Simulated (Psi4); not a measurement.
C₃H₁₀BO₃, charge +1, singlet, at a GFN2-xTB geometry; BHHLYP/def2-SVP (Psi4).

The Psi4 input:
```
memory 2 GB

molecule mol {
1 1
C     0.156834    2.534257   -0.347859
O    -0.537084    1.317305   -0.096185
B    -0.124838    0.080010    0.000554
O    -0.802504   -1.025435    0.180717
C    -2.222883   -1.163896    0.268448
O     1.380329   -0.199755   -0.135851
C     1.905510   -1.529007    0.093276
H     0.844608    2.428267   -1.187666
H     0.694947    2.851687    0.547406
H    -0.598752    3.279958   -0.591039
H    -2.715287   -0.194729    0.222363
H    -2.446431   -1.658715    1.212787
H    -2.547655   -1.791822   -0.560504
H     1.948700    0.470369    0.276337
H     2.911386   -1.573423   -0.321513
H     1.914593   -1.770253    1.155556
H     1.255388   -2.226431   -0.429140
}

set {
  basis def2-svp
  reference rks
  scf_type pk
  puream true
  d_convergence 1e-8
  dft_radial_points 99
  dft_spherical_points 590
}

energy('bhhlyp')
print_variables()
```

### Question
What does Psi4 print? Leave out banner, timings and long lists.

### Answer

```
   => Loading Basis Set <=

    Name: DEF2-SVP
    Role: ORBITAL
    Keyword: BASIS

         ---------------------------------------------------------
                                   SCF
               by Justin Turney, Rob Parrish, Andy Simmonett
                          and Daniel G. A. Smith
                              RKS Reference
         ---------------------------------------------------------

  ==> Geometry <==

    Molecular point group: c1
    Full point group: C1

    Geometry (in Angstrom), charge = 1, multiplicity = 1:

       Center              X                  Y                   Z               Mass
    ------------   -----------------  -----------------  -----------------  -----------------
         C            0.169947166813     2.531745075046    -0.344801705491    12.000000000000
         O           -0.523970833187     1.314793075046    -0.093127705491    15.994914619570
         B           -0.111724833187     0.077498075046     0.003611294509    11.009305360000
         O           -0.789390833187    -1.027946924954     0.183774294509    15.994914619570
         C           -2.209769833187    -1.166407924954     0.271505294509    12.000000000000
         O            1.393442166813    -0.202266924954    -0.132793705491    15.994914619570
         C            1.918623166813    -1.531518924954     0.096333294509    12.000000000000
         H            0.857721166813     2.425755075046    -1.184608705491     1.007825032230
         H            0.708060166813     2.849175075046     0.550463294509     1.007825032230
         H           -0.585638833187     3.277446075046    -0.587981705491     1.007825032230
         H           -2.702173833187    -0.197240924954     0.225420294509     1.007825032230
         H           -2.433317833187    -1.661226924954     1.215844294509     1.007825032230
         H           -2.534541833187    -1.794333924954    -0.557446705491     1.007825032230
         H            1.961813166813     0.467857075046     0.279394294509     1.007825032230
         H            2.924499166813    -1.575934924954    -0.318455705491     1.007825032230
         H            1.927706166813    -1.772764924954     1.158613294509     1.007825032230
         H            1.268501166813    -2.228942924954    -0.426082705491     1.007825032230

  Running in c1 symmetry.

  Rotational constants: A =      0.08702  B =      0.07771  C =      0.04211 [cm^-1]
[...]
   @RKS iter   6:  -370.22616659739606   -1.68720e-05   1.37282e-05 DIIS
   @RKS iter   7:  -370.22616818031196   -1.58292e-06   2.50334e-06 DIIS
   @RKS iter   8:  -370.22616823912233   -5.88104e-08   6.33949e-07 DIIS
   @RKS iter   9:  -370.22616824384602   -4.72369e-09   8.74268e-08 DIIS
   @RKS iter  10:  -370.22616824394788   -1.01863e-10   4.06198e-08 DIIS
   @RKS iter  11:  -370.22616824396488   -1.69962e-11   7.03515e-09 DIIS
  Energy and wave function converged.

  ==> Post-Iterations <==

   Electrons on quadrature grid:
      Ntotal   =   56.0000015010 ; deviation = 1.501e-06

    Orbital Energies [Eh]
    ---------------------

    Doubly Occupied:

[...]
      28A     -0.535915

    Virtual:

[...]
    Final Occupation by Irrep:
              A
    DOCC [    28 ]
    NA   [    28 ]
    NB   [    28 ]

  @RKS Final Energy:  -370.22616824396488

   => Energetics <=

    Nuclear Repulsion Energy =            325.2018383680886586
    One-Electron Energy =               -1138.2393273106129072
    Two-Electron Energy =                 468.5322022746449875
    DFT Exchange-Correlation Energy =     -25.7208815760855707
    Empirical Dispersion Energy =           0.0000000000000000
    VV10 Nonlocal Energy =                  0.0000000000000000
    Total Energy =                       -370.2261682439648780

Computation Completed

Properties will be evaluated at   0.000000,   0.000000,   0.000000 [a0]

Properties computed using the SCF density matrix

 Multipole Moments:

 ------------------------------------------------------------------------------------
     Multipole            Electronic (a.u.)      Nuclear  (a.u.)        Total (a.u.)
 ------------------------------------------------------------------------------------

 L = 1.  Multiply by 2.5417464519 to convert [e a0] to [Debye]
 Dipole X            :          0.1680750            1.4124786            1.5805536
 Dipole Y            :          0.2994077           -0.2705667            0.0288410
 Dipole Z            :         -0.1051729            0.3293052            0.2241322
 Magnitude           :                                                    1.5966267

 ------------------------------------------------------------------------------------

  Variable Map:
  ----------------------------------------------------------------------------
[...]
  Array Variable Map:
  ----------------------------------------------------------------------------
[...]
[...]
```
